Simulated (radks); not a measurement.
The numbers below are computed, except where a source is named.
Ionisation of Be, [He] 2s2, to Be+, [He] 2s1, under several functionals. Scalar-relativistic Kohn-Sham, spin-polarised, spherical densities, point nucleus; open shells are filled with parallel spins first; a radial shooting solver on a logarithmic mesh with Libxc functionals.

BLYP: E(Be) (hartree) -14.66446; Exc (hartree) -2.75393; IE (eV) 8.979; -e(HOMO) (eV) 5.468; <r> HOMO (bohr) 2.605; IE error (eV) -0.343
LDA (Slater exchange, Perdew-Zunger correlation): E(Be) (hartree) -14.44903; Exc (hartree) -2.51446; IE (eV) 9.044; -e(HOMO) (eV) 5.606; <r> HOMO (bohr) 2.619; IE error (eV) -0.279
AM05: E(Be) (hartree) -14.49624; Exc (hartree) -2.56795; IE (eV) 8.888; -e(HOMO) (eV) 5.526; <r> HOMO (bohr) 2.618; IE error (eV) -0.435
LDA (Slater exchange, VWN5 correlation): E(Be) (hartree) -14.45004; Exc (hartree) -2.51549; IE (eV) 9.027; -e(HOMO) (eV) 5.599; <r> HOMO (bohr) 2.619; IE error (eV) -0.295
exchange-only B88: E(Be) (hartree) -14.56931; Exc (hartree) -2.65243; IE (eV) 8.068; -e(HOMO) (eV) 4.937; <r> HOMO (bohr) 2.641; IE error (eV) -1.255
revPBE: E(Be) (hartree) -14.66732; Exc (hartree) -2.75799; IE (eV) 9.014; -e(HOMO) (eV) 5.614; <r> HOMO (bohr) 2.603; IE error (eV) -0.309
HCTH/407: E(Be) (hartree) -14.67722; Exc (hartree) -2.76701; IE (eV) 9.396; -e(HOMO) (eV) 5.749; <r> HOMO (bohr) 2.615; IE error (eV) +0.073

NIST Atomic Spectra Database: 9.323 eV (measured). Closest: HCTH/407. The Delta-SCF values span 1.33 eV, the total energies 0.23 hartree. The highest occupied level is 2s.
